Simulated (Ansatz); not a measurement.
Harmonic frequencies (cm⁻¹) at PBE0-D4/def2-TZVP from Ansatz: 108, 136, 225, 290, 322, 522, 706, 716, 741, 751, 2148, 3460.

(1) Which molecule is it?
A. `[NH2][In][OH]`•
B. `C#[C][Ge]([F])[F]`•
C. `C[SiH]F`•
D. `[CH2][SiH3]`•

Answers

(1) B.
